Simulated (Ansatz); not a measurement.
[Tb(NH3)6]3+ (TbN6H18³⁺). The state is a septet with charge 3. Geometry r2SCAN-D4/def2-SVP, basis def2-TZVP, Ansatz.

```tsv
atom	x (Å)	y (Å)	z (Å)
Tb1	-0.0006	0.0000	0.0006
N2	-2.3836	-0.7413	-0.1654
H3	-3.0646	-0.1556	0.3402
H4	-2.5784	-1.6859	0.1982
H5	-2.7752	-0.7770	-1.1181
N6	2.3834	0.7402	0.1489
H7	3.0677	0.1201	-0.3089
H8	2.7619	0.8355	1.1028
H9	2.5886	1.6586	-0.2716
N10	-0.5010	1.1269	2.1765
H11	-0.7797	2.1168	2.1066
H12	0.2751	1.1547	2.8542
H13	-1.2684	0.7101	2.7241
N14	0.5237	-1.1253	-2.1702
H15	1.1943	-0.6290	-2.7757
H16	-0.2797	-1.2812	-2.7967
H17	0.9381	-2.0657	-2.0912
N18	-0.5963	2.0955	-1.2271
H19	-1.6015	2.3226	-1.2484
H20	-0.3364	2.1109	-2.2245
H21	-0.1724	2.9629	-0.8659
N22	0.5743	-2.0956	1.2377
H23	1.5821	-2.2905	1.3317
H24	0.2084	-2.9688	0.8302
H25	0.2403	-2.1389	2.2119
```

```
run  HOMO (eV)  LUMO (eV)
  A     -17.92     -16.93
  B     -20.69     -14.17
  C     -17.54     -15.58
  D     -21.08     -13.26
```

In the def2 sets Tb takes a core potential; there is no spin–orbit coupling. B3LYP takes the VWN-RPA correlation. With an open 4f shell the SCF may have ended on a state above the lowest.

HOMO and LUMO are taken over both spins.

Problem. The runs used B3LYP, PBE, PBE0, r2SCAN. Estimate which is which.

Solution. A PBE (0 % exact exchange); B B3LYP (20 % exact exchange); C r2SCAN (0 % exact exchange); D PBE0 (25 % exact exchange). Exact exchange lowers occupied and raises empty levels; among semilocal functionals meta-GGAs tend to open the gap a little, and such runs are hard to tell apart. The gap grows from 0.99 eV (PBE) to 7.82 eV (PBE0).
